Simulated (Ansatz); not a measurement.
C$_{5}$H$_{13}$In, SMILES `C[CH2][InH][CH](C)C`, 19 atoms. Charge 0, multiplicity 1. Correlated methods include outer-core shells of In, which these sets cover unevenly. In: def2 effective core potential. Hardware: A = 2 threads of an AMD EPYC 7R13 on a shared host and a share of an NVIDIA H100 80 GB; B = 2 threads of an AMD EPYC 7R13 on a shared host. Correlated methods freeze the cores. Open-shell runs search over several starts.

Task: Give the basis size and wall time and peak host memory of each of these runs in Ansatz. RKS PBE0-D4/def2-QZVPP energy [A]; RKS B2PLYP (frozen core)/def2-TZVPP energy [A]; direct RPA on PBE orbitals/def2-TZVPP energy [A]; UKS PBE0-D4/def2-TZVPP energy of the cation [A]; UKS B2PLYP (frozen core)/def2-TZVPP energy of the cation [A]; UHF-MP2/def2-QZVPP energy of the cation [A]; UKS B3LYP-D4/def2-TZVPP energy of the cation [A]; UKS ωB97X-V/def2-TZVPP energy of the cation [A]; RKS PBE0-D4/def2-SVP energy [B]; UKS ωB97M-V/def2-TZVPP energy of the cation [A]; UKS PBE-D4/def2-TZVPP energy of the cation [A]; RKS PBE0-D4/def2-TZVPP energy [A]. (Estimate.)

Result: Ansatz gave: Other jobs shared the machine, so times are rough.

| level | job | functions | wall time | peak host memory (GiB) |
| --- | --- | --- | --- | --- |
| RKS PBE0-D4/def2-TZVPP | energy [A] | 387 | 3.2 s | 0.93 |
| RKS PBE0-D4/def2-QZVPP | energy [A] | 757 | 3.8 s | 1.3 |
| RKS PBE0-D4/def2-SVP | energy [B] | 161 | 4.5 s | 0.88 |
| direct RPA on PBE orbitals/def2-TZVPP | energy [A] | 387 | 4.8 s | 1.9 |
| UKS PBE0-D4/def2-TZVPP | energy of the cation [A] | 387 | 5.5 s | 1 |
| UKS B3LYP-D4/def2-TZVPP | energy of the cation [A] | 387 | 5.5 s | 1 |
| RKS B2PLYP (frozen core)/def2-TZVPP | energy [A] | 387 | 5.5 s | 1.8 |
| UKS PBE-D4/def2-TZVPP | energy of the cation [A] | 387 | 5.5 s | 1 |
| UKS ωB97X-V/def2-TZVPP | energy of the cation [A] | 387 | 11 s | 1.3 |
| UHF-MP2/def2-QZVPP | energy of the cation [A] | 757 | 15 s | 1.6 |
| UKS ωB97M-V/def2-TZVPP | energy of the cation [A] | 387 | 16 s | 1.4 |
| UKS B2PLYP (frozen core)/def2-TZVPP | energy of the cation [A] | 387 | 24 s | 2 |

B3LYP here is the variant with VWN-RPA as its local correlation; programs differ in this.
